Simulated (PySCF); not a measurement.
# Sr (strontium, neutral) across methods

[Kr] 5p2, high-spin 3P determinant (an excited configuration). Computed with PySCF 2.14 in def2-TZVPPD with the def2 core potential (28 electrons) (6s4p3d1f, 40 functions), with scalar relativity through the core potential.

```json
{"method": "r2SCAN", "E (hartree)": "-30.5439", "mean ε 4p α (eV)": "-26.063", "mean ε 4p β (eV)": "-26.007", "mean ε 5p α (eV)": "-2.577", "Σ⟨r²⟩ (bohr²)": "87.37", "⟨S²⟩": "2.000"}
{"method": "PBE", "E (hartree)": "-30.5302", "mean ε 4p α (eV)": "-25.375", "mean ε 4p β (eV)": "-25.279", "mean ε 5p α (eV)": "-2.534", "Σ⟨r²⟩ (bohr²)": "86.32", "⟨S²⟩": "2.000"}
{"method": "UHF", "E (hartree)": "-30.20383", "mean ε 4p α (eV)": "-32.486", "mean ε 4p β (eV)": "-32.325", "mean ε 5p α (eV)": "-3.728", "Σ⟨r²⟩ (bohr²)": "94.51", "⟨S²⟩": "2.000"}
{"method": "wB97M-V", "E (hartree)": "-30.4458", "mean ε 4p α (eV)": "-29.892", "mean ε 4p β (eV)": "-29.789", "mean ε 5p α (eV)": "-3.559", "Σ⟨r²⟩ (bohr²)": "89.07", "⟨S²⟩": "2.000"}
{"method": "PW91", "E (hartree)": "-30.5493", "mean ε 4p α (eV)": "-25.424", "mean ε 4p β (eV)": "-25.326", "mean ε 5p α (eV)": "-2.545", "Σ⟨r²⟩ (bohr²)": "86.09", "⟨S²⟩": "2.000"}
{"method": "M06-L", "E (hartree)": "-30.5228", "mean ε 4p α (eV)": "-26.068", "mean ε 4p β (eV)": "-26.058", "mean ε 5p α (eV)": "-2.500", "Σ⟨r²⟩ (bohr²)": "90.25", "⟨S²⟩": "2.000"}
{"method": "M06", "E (hartree)": "-30.4827", "mean ε 4p α (eV)": "-27.146", "mean ε 4p β (eV)": "-27.092", "mean ε 5p α (eV)": "-2.670", "Σ⟨r²⟩ (bohr²)": "88.18", "⟨S²⟩": "2.000"}
{"method": "LDA", "E (hartree)": "-30.4133", "mean ε 4p α (eV)": "-25.359", "mean ε 4p β (eV)": "-25.251", "mean ε 5p α (eV)": "-2.517", "Σ⟨r²⟩ (bohr²)": "86.98", "⟨S²⟩": "2.000"}
{"method": "PBE0", "E (hartree)": "-30.5227", "mean ε 4p α (eV)": "-27.400", "mean ε 4p β (eV)": "-27.290", "mean ε 5p α (eV)": "-2.925", "Σ⟨r²⟩ (bohr²)": "87.80", "⟨S²⟩": "2.000"}
```

Energies and moments cover only the electrons outside the core potential.
